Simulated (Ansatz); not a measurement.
Ansatz (a program for electronic structure) job for WOF3, SMILES [W]([F])([F])([F])=[O] (connectivity only; charge and spin as stated), neutral, multiplicity 2, r2SCAN-D4/def2-SVP. 

Ansatz 0.2 input:
```yaml
crystal:
  periodic: [false, false, false]
  atoms:
    - {symbol: W, position_ang: [-0.06472015, -0.08713174, 0.00000000]}
    - {symbol: O, position_ang: [0.63972271, -1.61404575, 0.00000003]}
    - {symbol: F, position_ang: [-0.33494418, 0.25355457, 1.80039500]}
    - {symbol: F, position_ang: [0.63338939, 1.64401477, -0.00000003]}
    - {symbol: F, position_ang: [-0.33494418, 0.25355452, -1.80039501]}
basis:
  gaussian:
    orbitals: def2-SVP
hamiltonian:
  xc: r2scan
  dispersion: d4
magnetization: {spin_polarized: true, initial_magnetization: 1}
relax: {f_tol: 0.002, max_steps: 200}
```

It prints:

```
WARN ansatz: RAYON_NUM_THREADS=1 ignored (pool sized by the plan → 1); use --threads N
Functional definition: r2SCAN
integrals: 0.04 GiB planned
894 factors; their error is unknown
mean field: 0.34 GiB planned
mean field evaluation 1: about -12003.5824 eV, gradient 6.0e1 eV
mean field evaluation 2: about -11790.0468 eV, gradient 2.0e2 eV
mean field evaluation 4: about -12014.5492 eV, gradient 2.4e1 eV
mean field evaluation 8: about -12016.5703 eV, gradient 3.6e-1 eV
mean field evaluation 16: about -12016.5255 eV, gradient 4.0e-4 eV
mean field evaluation 32: about -12015.0400 eV, gradient 9.1e0 eV
mean field -12016.52553593 eV, -441.5991683518 hartree, gradient 3.0e-5 eV, S^2 0.753017; 4 other end points of the search recorded, 0 dependent functions left out
the calculation of the forces begins
reference -12016.52557061 eV, -441.5991696263 hartree; 25, 24 occupied and 63, 64 virtual orbitals, 894 factors
relax step   1: F+E_penalty+E_count = -12016.54725627 eV  Δ(F+E_penalty+E_count) = +0.000e0 eV  max|allowed force component| = 1.587e0 eV/Å  Δτ_max = 0.0000 Å  (104 SCF iters, accepted)
these checks for a lower state are left out or cut short: starts, cluster_reference, orbital_swaps, neighbouring_geometries, increment
integrals: 0.04 GiB planned
894 factors; their error is unknown
mean field: 0.34 GiB planned
mean field -12016.85680587 eV, -441.6113422976 hartree, gradient 1.8e-5 eV, S^2 0.752896; 0 other end points of the search recorded, 0 dependent functions left out
the calculation of the forces begins
reference -12016.85684101 eV, -441.6113435890 hartree; 25, 24 occupied and 63, 64 virtual orbitals, 894 factors
relax step   2: F+E_penalty+E_count = -12016.87839355 eV  Δ(F+E_penalty+E_count) = -3.311e-1 eV  max|allowed force component| = 9.951e-1 eV/Å  Δτ_max = 0.1952 Å  (50 SCF iters, accepted)
these checks for a lower state are left out or cut short: starts, cluster_reference, orbital_swaps, neighbouring_geometries, increment
integrals: 0.04 GiB planned
894 factors; their error is unknown
mean field: 0.34 GiB planned
mean field -12016.92831842 eV, -441.6139703352 hartree, gradient 2.0e-5 eV, S^2 0.752643; 0 other end points of the search recorded, 0 dependent functions left out
the calculation of the forces begins
reference -12016.92835371 eV, -441.6139716323 hartree; 25, 24 occupied and 63, 64 virtual orbitals, 894 factors
relax step   3: F+E_penalty+E_count = -12016.94997298 eV  Δ(F+E_penalty+E_count) = -7.158e-2 eV  max|allowed force component| = 3.586e-1 eV/Å  Δτ_max = 0.1145 Å  (45 SCF iters, accepted)
these checks for a lower state are left out or cut short: starts, cluster_reference, orbital_swaps, neighbouring_geometries, increment
integrals: 0.04 GiB planned
894 factors; their error is unknown
mean field: 0.34 GiB planned
mean field -12016.93401172 eV, -441.6141795601 hartree, gradient 2.0e-5 eV, S^2 0.752605; 0 other end points of the search recorded, 0 dependent functions left out
the calculation of the forces begins
reference -12016.93404700 eV, -441.6141808567 hartree; 25, 24 occupied and 63, 64 virtual orbitals, 894 factors
relax step   4: F+E_penalty+E_count = -12016.95569148 eV  Δ(F+E_penalty+E_count) = -5.719e-3 eV  max|allowed force component| = 3.632e-2 eV/Å  Δτ_max = 0.0169 Å  (38 SCF iters, accepted)
these checks for a lower state are left out or cut short: starts, cluster_reference, orbital_swaps, neighbouring_geometries, increment
integrals: 0.04 GiB planned
894 factors; their error is unknown
mean field: 0.34 GiB planned
mean field evaluation 64: about -12016.9815 eV, gradient 1.2e0 eV
mean field -12016.93425840 eV, -441.6141886257 hartree, gradient 2.0e-5 eV, S^2 0.752619; 0 other end points of the search recorded, 0 dependent functions left out
the calculation of the forces begins
reference -12016.93429367 eV, -441.6141899219 hartree; 25, 24 occupied and 63, 64 virtual orbitals, 894 factors
relax step   5: F+E_penalty+E_count = -12016.95593953 eV  Δ(F+E_penalty+E_count) = -2.480e-4 eV  max|allowed force component| = 7.475e-3 eV/Å  Δτ_max = 0.0046 Å  (40 SCF iters, accepted)
these checks for a lower state are left out or cut short: starts, cluster_reference, orbital_swaps, neighbouring_geometries, increment
integrals: 0.04 GiB planned
894 factors; their error is unknown
mean field: 0.34 GiB planned
mean field -12016.93425456 eV, -441.6141884845 hartree, gradient 1.9e-5 eV, S^2 0.752628; 0 other end points of the search recorded, 0 dependent functions left out
the calculation of the forces begins
reference -12016.93428983 eV, -441.6141897806 hartree; 25, 24 occupied and 63, 64 virtual orbitals, 894 factors
relax step   6: F+E_penalty+E_count = -12016.95593441 eV  Δ(F+E_penalty+E_count) = +5.124e-6 eV  max|allowed force component| = 3.830e-3 eV/Å  Δτ_max = 0.0025 Å  (40 SCF iters, rejected (line search))
these checks for a lower state are left out or cut short: starts, cluster_reference, orbital_swaps, neighbouring_geometries, increment
integrals: 0.04 GiB planned
894 factors; their error is unknown
mean field: 0.34 GiB planned
mean field -12016.93426454 eV, -441.6141888514 hartree, gradient 1.9e-5 eV, S^2 0.752624; 0 other end points of the search recorded, 0 dependent functions left out
the calculation of the forces begins
reference -12016.93429981 eV, -441.6141901475 hartree; 25, 24 occupied and 63, 64 virtual orbitals, 894 factors
relax step   7: F+E_penalty+E_count = -12016.95594509 eV  Δ(F+E_penalty+E_count) = -5.557e-6 eV  max|allowed force component| = 1.150e-3 eV/Å  Δτ_max = 0.0009 Å  (43 SCF iters, accepted)
integrals: 0.04 GiB planned
894 factors; their error is unknown
mean field: 0.34 GiB planned
mean field evaluation 96: about -12016.9742 eV, gradient 1.5e0 eV
mean field -12016.93426454 eV, -441.6141888513 hartree, gradient 2.6e-5 eV, S^2 0.752624; 6 other end points of the search recorded, 0 dependent functions left out
the calculation of the forces begins
reference -12016.93429981 eV, -441.6141901475 hartree; 25, 24 occupied and 63, 64 virtual orbitals, 894 factors
Total energy: -12016.95598036 eV, -441.6149868928 hartree
Atom 0 at     0.090671     0.012678    -0.000000 Å, force     0.000512    -0.001150    -0.000000 eV/Å
Atom 1 at     0.745875    -1.557519     0.000000 Å, force    -0.000327     0.000608     0.000000 eV/Å
Atom 2 at    -0.601839     0.141857     1.716336 Å, force    -0.000117     0.000091     0.000082 eV/Å
Atom 3 at     0.905636     1.711074    -0.000000 Å, force     0.000049     0.000361    -0.000000 eV/Å
Atom 4 at    -0.601839     0.141857    -1.716336 Å, force    -0.000117     0.000091    -0.000082 eV/Å
Dipole moment:    -0.095002     0.105776     0.000000 e Å
```

Self-consistency was reached.
